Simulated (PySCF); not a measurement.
Sulfur: a sound run and one with changed settings

Sound run: S⁺ [Ne] 3s2 3p3, S²⁺ [Ne] 3s2 3p2. All numbers are calculated (PySCF 2.14, scalar relativity by spin-free X2C-1e, in x2c-SVPall). In the sound run the correlated levels freeze [Ne]. The sound run starts from symmetry-adapted Hartree-Fock orbitals and uses a fine grid where one is needed.

Changed run: a valence shell is frozen. This setting is unsound on purpose.

| species | method | sound run (hartree) | changed run (hartree) | converged |
| --- | --- | --- | --- | --- |
| S⁺ | MP2 | -398.16608 | -398.11397 | yes |
| S⁺ | CCSD(T) | -398.18532 | -398.11924 | yes |
| S²⁺ | MP2 | -397.31390 | -397.26564 | yes |
| S²⁺ | CCSD(T) | -397.33623 | -397.26798 | yes |

Ionisation energy of S⁺:

| method | sound run (eV) | changed run (eV) |
| --- | --- | --- |
| UHF | 22.798 | 22.798 |
| MP2 | 23.189 | 23.084 |
| SCS-MP2 | 23.037 | 22.893 |
| CCSD | 23.103 | 23.164 |
| CCSD(T) | 23.105 | 23.164 |

Freezing a valence shell removes pair correlation that changes on ionisation.

For comparison, NIST gives 23.338 eV between the lowest levels.
